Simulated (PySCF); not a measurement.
## Structure and specific rotation at 589.3 nm (origin-invariant length gauge)

Method: PySCF, TDDFT CAM-B3LYP/def2-SVPD circular dichroism and optical rotation, one conformer, gas phase. Geometry: GFN2-xTB.

Each molecule in one low-energy conformer. The parent is B[Si@@H]1C[C@@]1(F)C(C)C.

The molecule is flexible and this is one conformer; a measurement averages over conformers.

How does the specific rotation at 589.3 nm (origin-invariant length gauge) change along this series?
- B[Si@@H]1C[C@@]1(F)C(C)C (base)
- B[Si@@H]1C[C@]1(F)C(C)C (diastereomer)


```csv
molecule,[α]589 (deg dm⁻¹ (g/mL)⁻¹),S1 (eV),"R(S1), velocity form (10⁻⁴⁰ esu² cm²)"
B[Si@@H]1C[C@@]1(F)C(C)C,-71.8,3.87,+7.7
B[Si@@H]1C[C@]1(F)C(C)C,+201.2,3.84,+20.2
```
The specific rotation at 589.3 nm (origin-invariant length gauge) is lowest for B[Si@@H]1C[C@@]1(F)C(C)C and highest for B[Si@@H]1C[C@]1(F)C(C)C.
